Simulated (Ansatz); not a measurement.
Breaking the Se3–H4 bond in FHSeTe (SMILES F[Te][SeH]) (multiplicity 1 held, fragments rigid). Energies count from the point at 1.477 Å.
Geometry at that point (charge 0, multiplicity 1):
```xyz
4

Te     0.4218     0.2981     0.7323
F      1.5858     1.3313    -0.4238
Se    -1.0581    -0.7511    -0.9716
H     -0.2320    -1.9480    -1.2318
```

Signs of static correlation in def2-TZVPP, with CASSCF(4,3), from Ansatz (a quantum-chemistry and plane-wave program) runs.

| R (Å) | T1 of restricted CCSD | ⟨S²⟩ of UHF | largest double amplitude of restricted CCSD | weight of the CASSCF reference in MRCISD | CASSCF natural occupations |
|---|---|---|---|---|---|
| 1.182 | 0.015 | 0.000 | 0.058 | 0.876 | 2.00 1.99 0.01 |
| 1.330 | 0.016 | 0.000 | 0.060 | 0.876 | 2.00 1.98 0.02 |
| 1.477 | 0.016 | 0.000 | 0.061 | 0.875 | 2.00 1.97 0.03 |
| 1.625 | 0.016 | 0.000 | 0.068 | 0.875 | 2.00 1.96 0.04 |
| 1.773 | 0.017 | 0.000 | 0.082 | 0.875 | 2.00 1.93 0.07 |
| 1.995 | 0.019 | [?] | 0.110 | 0.874 | 2.00 1.88 0.12 |
| 2.216 | 0.021 | 0.669 | 0.109 | 0.874 | 2.00 1.80 0.20 |
| 2.586 | 0.026 | 0.905 | 0.234 | 0.874 | 2.00 1.61 0.39 |
| 2.955 | 0.030 | 0.981 | [?] | 0.873 | 2.00 1.41 0.59 |
| 3.398 | 0.035 | 1.010 | 0.583 | 0.873 | 2.00 1.22 0.78 |
| 3.989 | 0.039 | 1.019 | 0.716 | 0.873 | 2.00 1.09 0.91 |
| 4.728 | 0.040 | 1.020 | 0.789 | 0.873 | 2.00 1.03 0.97 |

Q: Some entries are withheld; supply them.

A: 
- 1.995, ⟨S²⟩ of UHF: 0.314
- 2.955, largest double amplitude of restricted CCSD: 0.412

Doubts at one or more of the structures used: active orbitals that take no part (SC-NEVPT2 on CASSCF(4,3)/def2-TZVPP); a restricted determinant that unrestricted orbitals would lower (R-CCSD(T)/def2-TZVPP); other coupled-cluster roots lie near (R-CCSD(T)/def2-TZVPP); a spin-contaminated determinant (U-CCSD(T)/def2-TZVPP); T1 above 0.05 (U-CCSD(T)/def2-TZVPP).
